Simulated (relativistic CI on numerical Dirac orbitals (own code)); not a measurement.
# Pm³⁺: 4f valence photoemission

Computed with this model: Dirac-Coulomb-Breit CI, orbitals from a KLI potential per configuration, a model potential for QED, valence Slater integrals scaled by 0.7, multiplet model of photoemission in the sudden approximation; configurations [Xe] 4f4 → [Xe] 4f3; 300 K; Lorentzian 0.21 eV and Gaussian 0.3 eV FWHM. Energies are those of the free ion, without screening or charge transfer. The energies are binding energies and can lie tens of eV above those of solids. S is read from ⟨S²⟩ = S(S + 1).

Computed curve for free ion, scaled to 100 at the maximum (points under 2 are left out and the grid is thinned):

```json
{"Energy (eV)": "37.5", "Intensity": "2.0"}
{"Energy (eV)": "37.6", "Intensity": "2.4"}
{"Energy (eV)": "37.7", "Intensity": "3.0"}
{"Energy (eV)": "37.8", "Intensity": "3.9"}
{"Energy (eV)": "37.9", "Intensity": "5.3"}
{"Energy (eV)": "38.0", "Intensity": "7.5"}
{"Energy (eV)": "38.1", "Intensity": "11.8"}
{"Energy (eV)": "38.3", "Intensity": "39.8"}
{"Energy (eV)": "38.4", "Intensity": "69.1"}
{"Energy (eV)": "38.5", "Intensity": "95.8"}
{"Energy (eV)": "38.6", "Intensity": "100.0"}
{"Energy (eV)": "38.7", "Intensity": "81.8"}
{"Energy (eV)": "38.8", "Intensity": "59.2"}
{"Energy (eV)": "38.9", "Intensity": "41.2"}
{"Energy (eV)": "39.0", "Intensity": "27.2"}
{"Energy (eV)": "39.1", "Intensity": "17.1"}
{"Energy (eV)": "39.2", "Intensity": "11.0"}
{"Energy (eV)": "39.3", "Intensity": "7.7"}
{"Energy (eV)": "39.4", "Intensity": "5.9"}
{"Energy (eV)": "39.5", "Intensity": "5.0"}
{"Energy (eV)": "39.7", "Intensity": "5.8"}
{"Energy (eV)": "39.8", "Intensity": "8.4"}
{"Energy (eV)": "39.9", "Intensity": "13.3"}
{"Energy (eV)": "40.0", "Intensity": "19.7"}
{"Energy (eV)": "40.1", "Intensity": "23.7"}
{"Energy (eV)": "40.2", "Intensity": "22.8"}
{"Energy (eV)": "40.3", "Intensity": "18.4"}
{"Energy (eV)": "40.4", "Intensity": "14.4"}
{"Energy (eV)": "40.5", "Intensity": "13.6"}
{"Energy (eV)": "40.6", "Intensity": "18.0"}
{"Energy (eV)": "40.7", "Intensity": "27.6"}
{"Energy (eV)": "40.8", "Intensity": "37.0"}
{"Energy (eV)": "40.9", "Intensity": "38.9"}
{"Energy (eV)": "41.1", "Intensity": "23.4"}
{"Energy (eV)": "41.2", "Intensity": "15.8"}
{"Energy (eV)": "41.3", "Intensity": "10.1"}
{"Energy (eV)": "41.4", "Intensity": "6.3"}
{"Energy (eV)": "41.5", "Intensity": "4.0"}
{"Energy (eV)": "41.6", "Intensity": "2.8"}
{"Energy (eV)": "41.7", "Intensity": "2.0"}
```

The ground state has S = 1.97, and the centroid lies at 39.35 eV.
